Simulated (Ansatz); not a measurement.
`N[SiH]1[O][GeH2]1` + H–F → `F[SiH]1[O][GeH2]1` + NH₃ at 400 K and 1 bar (ligand exchange at the Si–N bond).

Computed with Ansatz on PBE0-D4/def2-TZVP structures; ΔE is electronic, products minus reactants. CCSD(T)/CBS adds triple-zeta CCSD(T) − MP2 to the extrapolated MP2 energy (def2 sets, frozen cores). This one scheme is used for every species. For Ge outer-core shells are correlated without core-valence functions, which leaves a few kJ/mol of doubt a bond. Scalar relativity is left out up to krypton. Each species was taken in one conformer, which may not be the lowest.

```json
{"species": "`N[SiH]1[O][GeH2]1`", "CCSD(T)/CBS energy (Eh)": "-2498.12306", "H − E (kJ/mol)": "174.4", "S (J/(mol·K))": "364.6"}
{"species": "H–F", "CCSD(T)/CBS energy (Eh)": "-100.39570", "H − E (kJ/mol)": "36.5", "S (J/(mol·K))": "182.2"}
{"species": "`F[SiH]1[O][GeH2]1`", "CCSD(T)/CBS energy (Eh)": "-2542.03589", "H − E (kJ/mol)": "108.9", "S (J/(mol·K))": "344.3"}
{"species": "NH₃", "CCSD(T)/CBS energy (Eh)": "-56.50880", "H − E (kJ/mol)": "104.2", "S (J/(mol·K))": "203.1"}
```

H − E and S are ideal-gas, rigid-rotor, harmonic terms from PBE0-D4/def2-TZVP, for one conformer and one mirror image of each species. 1 Eh = 2625.50 kJ/mol, R = 8.31446 J/(mol·K).

Problem. By hand: ΔE, ΔH, ΔS and ΔG.

Solution. ΔE = (-2542.03589) + (-56.50880) − (-2498.12306) − (-100.39570) = -0.02593 Eh = -68.1 kJ/mol. Δ(H − E) = 108.9 + 104.2 − 174.4 − 36.5 = 2.2, so ΔH = -65.9 kJ/mol. ΔS = 344.3 + 203.1 − 364.6 − 182.2 = 0.6 J/(mol·K). ΔG = -65.9 − 400 × (0.6)/1000 = -66.1 kJ/mol.

Problem. By hand: the equilibrium constant, and the temperature at which ΔG would vanish if ΔH and ΔS stayed fixed.

Solution. log₁₀ K = −ΔG/(RT ln 10) = 8.6. ΔH and −TΔS have one sign here, so there is no such temperature. One of them is within its doubt of zero, so this could turn.

The number of gas molecules stays the same, so ΔS is small and ΔH decides. A doubt of 5 kJ/mol in ΔE shifts log₁₀ K by 0.7 here. Other conformers and mirror images would add mixing entropy, several J/(mol·K) or more a flexible species. These are equilibria of isolated gas molecules and say nothing of rates. Largest T1 diagnostic: 0.014 (customary marks: 0.02 for closed shells, 0.045 for open ones).
